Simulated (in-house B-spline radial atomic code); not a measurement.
A fraction x of an electron is removed from 5p in Pm II (Pm+), starting from [Xe] 4f5 6s1 and keeping the highest spin. Method: scalar-relativistic (X2C) Hartree-Fock with fractional occupations, spin-polarised, spherical fractional occupations, Fermi nucleus of rms radius 4.962 fm. Calculated with a B-spline radial code for spherical atoms.

Caution: exact exchange at fractional occupations of open shells leaves self-interaction of up to several eV.

```tsv
x	E(x) - E(0) (eV)	5p down level (eV)
0	0.0000	-33.295
0.05	1.6717	-33.572
0.19	6.4270	-34.365
0.33	11.2947	-35.176
0.44	15.1997	-35.826
0.5	17.3600	-36.185
0.62	21.7456	-36.910
0.64	22.4850	-37.032
0.78	?	?
0.88	?	?
1	36.2174	-39.273
```

What belongs in the row x = 0.78?

An energy change of 27.7296 eV; 5p down at -37.893 eV.

What belongs in the row x = 0.88?

An energy change of 31.5501 eV; 5p down at -38.517 eV.

Check Janak's theorem between x = 0.05 and 0.19.

The slope of the energy is 33.97 eV; the orbital levels give 33.97 eV (-ε of the emptying orbital, averaged over the two points).
